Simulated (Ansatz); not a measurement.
CH4AlClS2, SMILES `S[CH2][Al]([SH])[Cl]`. Total charge 0; spin multiplicity 1.

Z-matrix (Å, degrees):
```
C
Al 1 1.929
S 1 1.859 2 84.2
H 1 1.090 2 115.5 3 103.7
H 1 1.086 2 126.3 3 -111.5
Cl 2 2.106 1 119.5 3 84.4
S 2 2.179 1 120.6 3 -100.6
H 3 1.344 1 96.9 2 -78.6
H 7 1.344 2 92.6 1 172.4
```

(1) What are the harmonic wavenumbers in cm⁻¹ at PBE0-D4/def2-TZVP (Ansatz, finite differences of forces, unscaled)? (Estimate.)

(2) Is this a minimum?

(3) Give the ideal-gas thermochemistry at 298.15 K and 1 bar (rigid rotor, harmonic oscillator; point group C1, symmetry number 1).

(4) And at 400, 500, 600, 800 and 1000 K?

(5) Rotational constants (cm⁻¹)?

## Answers

(1) The calculation gave: 81, 112, 137, 163, 190, 205, 338, 405, 531, 595, 630, 688, 723, 823, 1042, 1118, 1401, 2702, 2712, 3111, 3191.

(2) Yes, all 21 modes are real.

(3) Zero-point energy 125.0 kJ/mol; H(298) − E = 149.2 kJ/mol; entropy 382.0 J/(mol·K), of which translation 170.7, rotation 122.0, vibration 89.2; G(298) − E = 35.3 kJ/mol. Modes under 100 cm⁻¹ are hindered rotations or soft bends, so the harmonic entropy is rough.

(4) 
```json
{"T (K)": "400", "H − E (kJ/mol)": "162.2", "S (J/mol/K)": "419.3", "G − E (kJ/mol)": "-5.5"}
{"T (K)": "500", "H − E (kJ/mol)": "176.2", "S (J/mol/K)": "450.6", "G − E (kJ/mol)": "-49.1"}
{"T (K)": "600", "H − E (kJ/mol)": "191.2", "S (J/mol/K)": "477.9", "G − E (kJ/mol)": "-95.5"}
{"T (K)": "800", "H − E (kJ/mol)": "223.1", "S (J/mol/K)": "523.8", "G − E (kJ/mol)": "-195.9"}
{"T (K)": "1000", "H − E (kJ/mol)": "257.1", "S (J/mol/K)": "561.6", "G − E (kJ/mol)": "-304.5"}
```

(5) 0.06321, 0.05013, 0.03175.
